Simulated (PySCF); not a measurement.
Optical rotation: `N#C[C@@H]1C[C@H](F)CO1`, C5H6FNO

Geometry (Å), atoms numbered from 1 in this order:
```xyz
14

N     2.7626    0.4116   -1.3018
C     1.9737    0.0554   -0.5350
C     0.9943   -0.3978    0.4745
C    -0.2171   -1.0945   -0.1536
C    -1.1058    0.0907   -0.4846
F    -0.7418    0.6085   -1.7068
C    -0.7749    1.0841    0.6223
O     0.4593    0.6816    1.1936
H     1.5353   -1.0485    1.1802
H    -0.6954   -1.7326    0.6037
H     0.0129   -1.6961   -1.0424
H    -2.1765   -0.1622   -0.5312
H    -0.7004    2.0974    0.1950
H    -1.5420    1.0873    1.4136
```

Theory: TDDFT PBE0/def2-SVPD circular dichroism and optical rotation, one conformer, gas phase in PySCF. Geometry: PBE0-D3(BJ)/def2-SVP.

States above about 8.5 eV lie in this functional's continuum (it starts at minus the energy of the highest occupied orbital, well below the true ionisation energy for most functionals) and depend on the basis.

Stereocentres: C3 S, C5 S.

Problem. What is the specific rotation at 633, 589.3, 546, 436, 405, 365, 355 nm?

Solution. [α] in deg dm⁻¹ (g/mL)⁻¹:
| λ (nm) | origin-invariant length gauge | modified velocity gauge | length gauge (centre of mass) | isotropic polarisability (au) |
| --- | --- | --- | --- | --- |
| 633 | +54.2 | +52.3 | +55.1 | 64.7 |
| 589.3 | +62.7 | +60.6 | +63.8 | 64.9 |
| 546 | +73.4 | +70.9 | +74.7 | 65.1 |
| 436 | +117.1 | +113.2 | +119.2 | 66.0 |
| 405 | +136.7 | +132.1 | +139.1 | 66.4 |
| 365 | +170.0 | +164.5 | +173.2 | 67.2 |
| 355 | +180.2 | +174.5 | +183.6 | 67.4 |

Problem. And for the mirror image at 589.3 nm?

Solution. -62.7 deg dm⁻¹ (g/mL)⁻¹ (origin-invariant length gauge): the same size and the opposite sign.

Problem. What is the molar rotation [Φ] = [α]·M/100 of the geometry above at 589.3 nm?

Solution. With M = 115.11 g/mol, +72.2 deg cm² dmol⁻¹ (origin-invariant length gauge).

The first excitation lies at 7.08 eV (175 nm) with R = -2.1 × 10⁻⁴⁰ esu² cm² (velocity form).
